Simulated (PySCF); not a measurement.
## SMILES [GeH4], GeH4

Geometry:
| atom | x (Å) | y (Å) | z (Å) |
| --- | --- | --- | --- |
| Ge1 | 0.108 | 0.175 | -0.133 |
| H2 | -0.512 | -0.709 | -1.227 |
| H3 | 0.678 | -0.715 | 0.983 |
| H4 | -0.972 | 1.101 | 0.451 |
| H5 | 1.237 | 1.024 | -0.739 |

Computed, not measured: GIAO B3LYP/aug-pcSseg-1 magnetisability, rotational g tensor and spin-rotation constants, non-relativistic, gas phase in PySCF. Geometry: PBE0-D3(BJ)/def2-SVP.

The calculation is non-relativistic, which matters for the atoms heavier than Zn.

Q: Give the nuclear spin-rotation constants along the inertial axes (H = +C I·J) beside the isotropic shieldings.

A: Rotational constants 79.5948, 79.5776, 79.5755 GHz. A star marks the isotopologue with that one atom substituted, in its own axes.
| atom | isotope | Caa (kHz) | Cbb (kHz) | Ccc (kHz) | mean (kHz) | σ (ppm) |
| --- | --- | --- | --- | --- | --- | --- |
| H2 | 1H | -4.058 | -4.057 | -4.057 | -4.057 | 27.8 |
| H3 | 1H | -4.058 | -4.057 | -4.057 | -4.057 | 27.8 |
| H4 | 1H | -4.058 | -4.057 | -4.057 | -4.057 | 27.8 |
| H5 | 1H | -4.058 | -4.057 | -4.057 | -4.057 | 27.8 |
| Ge1 | 73Ge* | -19.270 | -19.266 | -19.265 | -19.267 | 1619.9 |

Where two moments of inertia are equal or nearly so, the constants along those axes are given as their average.
For the geometry as given, no vibrational averaging.

Q: How do the rotational constants and the g tensor change when H2, H3, H4, H5 are replaced by deuterium?

A: Constants 39.8280, 39.8194, 39.8183 GHz; g -0.0635, -0.0635, -0.0635, against -0.1270, -0.1269, -0.1269 before.
